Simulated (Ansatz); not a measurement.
A made-up structure of SnSiH$_{5}$ (charge +1), singlet:

```
7
angstrom
Si 0.9065 0.7078 0.7130
Sn -0.8279 -0.6740 -0.6308
H -2.0932 -0.9659 0.4664
H 0.0278 -2.0480 -1.1502
H -1.2113 0.4243 -1.8704
H 0.5836 1.5760 1.7893
H 2.3000 0.7270 0.4407
```

It is relaxed with PBE-D4/def2-SVP and then PBE0-D4/def2-TZVP (Ansatz 0.2.0). Atoms count as bonded within 1.22 times the sum of their covalent radii (H–H: 0.88 Å). The end point is not checked to be a true minimum.

Task: Does its bonding change? (A judgement: the text doesn't fix the answer.)

Result: The calculation gives: No: no bond forms or breaks.

Where it ends: The first stage lowers the energy by 0.15 eV in 4 steps. It ends as SnSiH₅ ([SiH2][SnH3]), total charge +1:
```
7
angstrom
Si 0.8974 0.6979 0.7076
Sn -0.8649 -0.7079 -0.6565
H -2.0982 -0.9648 0.4672
H 0.0292 -2.0502 -1.1553
H -1.2098 0.4255 -1.8692
H 0.5767 1.6134 1.8304
H 2.3552 0.7332 0.4339
```

Labels in which every atom is bracketed show which atoms are joined, not bond orders.

For scale, one of the runs: PBE0-D4/def2-TZVP relaxation, 117 basis functions, launched by `ansatz run in.yaml --threads 2 --pin off --events-out ev --progress --plain --max-ram 4352MiB`. The run took about 33 s on 2 CPU threads of an Intel Xeon (shared host).
